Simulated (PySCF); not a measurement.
Bond length, frequency and bond energy of EuB by level of theory

State: 2S+1 = 11, about 7.0 electrons in the 4f shell (Mulliken). Set-up: PySCF, spin-free X2C with a Gaussian nucleus, basis sets Eu x2c-TZVPall, B x2c-TZVPall. De refers to Eu (4f7 6s2) + B in their high-spin ground configurations, without counterpoise correction. The functionals are run spin-unrestricted. A positive dipole means Eu(−)B(+).

| Level | Re (Å) | ωe (cm⁻¹) | De (eV) | μ (D) |
| --- | --- | --- | --- | --- |
| UHF | 2.563 | 377 | n/a | -3.36 |
| UHF-MP2 | 2.401 | 466 | n/a | n/a |
| UHF-SCS-MP2 | 2.429 | 451 | n/a | n/a |
| PBE | 2.367 | 448 | 1.78 | -4.92 |
| r²SCAN | 2.357 | 455 | 2.10 | -5.14 |
| B3LYP | 2.411 | 417 | 1.00 | -4.93 |
| PBE0 | 2.381 | 443 | 1.48 | -5.43 |
| B97-3 | 2.402 | 427 | 0.94 | -5.46 |

Problem. What does a quarter of exact exchange do here, going from PBE to PBE0?

Solution. PBE0 less PBE: +1.4 pm in Re, -1.1 % in ωe, -0.30 eV in De. Exact exchange removes part of the self-interaction that spreads semilocal densities, and in most molecules shortens and stiffens the bond and lowers De; here Re and ωe go the other way.

Problem. What does second-order correlation do here, going from UHF to UHF-MP2?

Solution. UHF-MP2 less UHF: -16.2 pm in Re, +23.6 % in ωe. Correlation nearly always deepens the well. The bond shortens, as in weak, metallic or heavy-atom bonds, where dispersion and the correlation of outer-core electrons pull the atoms together.

Correlated steps freeze 19 core orbitals. These are scalar-relativistic numbers at best; spin–orbit coupling would shift them, the dissociation energy most. With d or f electrons several states lie close, and the lowest PBE0 determinant need not be the measured ground state.

The whole job (state search and all levels along the bond) took about 10 min on 4 threads of Arm Neoverse V1 (shared host), peak memory 7.3 GiB.
